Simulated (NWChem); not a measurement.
**Correlation energy of aminoborane (H4BN)**

```
B
N 1 1.3873
H 2 1.0119 1 123.24
H 2 1.0119 3 113.52 1 180.00
H 1 1.2101 2 119.09 3 180.00
H 1 1.2101 5 121.82 2 180.00
```
Charge 0, spin multiplicity 1.

The numbers come from NWChem runs, not from measurements. All single points use one geometry, from PBE0/def2-SVP, a minimum by its harmonic frequencies. It is one conformer; others weren't searched.

Basis set: cc-pVTZ. Each correlation energy counts from its own Hartree-Fock reference.

```tsv
method	correlation energy (mHa)	difference from CCSD(T)
SCS-MP2	-333.9	+29.2
CR-CCSD[T]	-361.3	+1.8
CR-CCSD(T)	-361.0	+2.1
MP2	-327.8	+35.2
CCSD	-350.9	+12.2
CCSD+T(CCSD)	-363.5	-0.4
CCSD(T)	-363.1	0.0
RI-MP2	-327.8	+35.3
```

The values span 35.7 mHa, from CCSD+T(CCSD) (lowest) to RI-MP2 (highest). 

The correlated methods keep 2 core orbitals frozen. Differences from the coupled-cluster row are differences between methods, not errors against experiment.
